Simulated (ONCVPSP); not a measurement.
# P (Z = 15), ONCV: configuration errors across variants

```json
{"Element": "phosphorus", "Generator": "ONCVPSP 4.0.1", "Type": "optimised norm-conserving Vanderbilt (ONCV)", "Functional": "PBE", "Relativity": "scalar-relativistic", "Frozen core": "[Ne]", "Valence charge": "5", "Reference configuration": "3s2 3p2.75 (charge +0.25)", "Partial waves": "3s: rc 1.45 bohr, ncon 3, nbas 6, qcut 4.6 1/bohr, 2 projectors, debl 3.9 Ha; 3p: rc 1.75 bohr, ncon 4, nbas 8, qcut 3.7 1/bohr, 2 projectors, debl 3.6 Ha; d scattering state at 0.41 Ha: rc 1.55 bohr, ncon 4, nbas 7, qcut 6.5 1/bohr, 2 projectors, debl 1.1 Ha", "Local potential": "polynomial inside 1.20 bohr (lpopt 5, dvloc0 6 Ha)", "Core correction": "none"}
```

All-electron excitation energies from the reference (eV): (1) 3s2 3p3 -1.627; (2) 3s2 3p2 8.102; (3) 3s2 3p1 27.249; (4) 3s2 3p0 56.988.

1 further variants failed, have other tests or too few solved ones, and are left out.

A true bound ghost makes a file unfit for plane-wave use even where its test errors are small: the radial tests pick states by their node count and pass the ghost by.

Errors AE − PS in meV (a dash: test not solved or not reliable):

| change | (1) | (2) | (3) | (4) | bound ghosts | GHOST(+) flags above zero |
| --- | --- | --- | --- | --- | --- | --- |
| base | +0.1 | -0.6 | +0.7 | +20 | none | none |
| d: ncon 5, nbas 8 | +0.1 | -0.6 | +0.7 | +20 | none | none |
| p: qcut 2.9 | +0.1 | -0.6 | +1.1 | +21 | none | none |
| s: rc 1.44 | +0.1 | -0.6 | +0.7 | +20 | none | none |
| p: debl 0.9 | +0.1 | -0.7 | +0.4 | +20 | none | none |
| p: rc 1.45, qcut 4.5 | +0.1 | -0.4 | +1.8 | +24 | none | none |
| s: qcut 6 | +0.1 | -0.6 | +0.3 | +18 | none | none |

Q: Give the same row for: p: rc 1.16; local potential polynomial inside 1.16 bohr (lpopt 5, dvloc0 6 Ha).

A: 0.0, -0.2, +2.1, +25; bound ghosts: p; GHOST(+) flags above zero: p.
